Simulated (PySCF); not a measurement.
Core-level binding energies of `[F][Al]([F])[F]`

Species: AlF3.
Structure used (PBE0-D3(BJ)/def2-SVP), in Å, numbered top down from 1:
```xyz
4
AlF3 angstrom
Al     0.0005   -0.0001    0.0002
F      1.6434   -0.0122    0.0067
F     -0.8111    1.4283   -0.0095
F     -0.8328   -1.4160    0.0026
```

Method used: delta-SCF UKS SCAN, pcX-2 on the ionised atom, pcseg-1 elsewhere, spin-free X2C in PySCF. Binding energies are ΔSCF values: E(core-ionised, relaxed orbitals) − E(ground state) at a fixed geometry, referred to the vacuum level.

Question: Give the core binding energies atom by atom.

Answer: 
```
 atom(s)  bonded to  level  binding energy (eV)  count
     Al1        3 F  Al 1s              1570.48      1
F2/F3/F4         Al   F 1s               693.03      3
```

Question: Express the binding energy of F 1s of F2 (atom 2)/F3/F4 in atomic units and per mole.

Answer: 693.03 eV = 25.4684 Eh = 66867 kJ/mol.

Question: What is the longest wavelength that can ionise F 1s of F2/F3/F4 vertically?

Answer: λ = hc/E = 12398.42 eV Å / 693.03 eV = 17.890 Å.

The first atom of each set that the bonding makes equivalent was ionised and stands for the set. Geometry: PBE0-D3(BJ)/def2-SVP; no solvent, vibrations or thermal averaging.

Time: 3.9 s. Hardware: one thread of an x86-64 server, shared host.
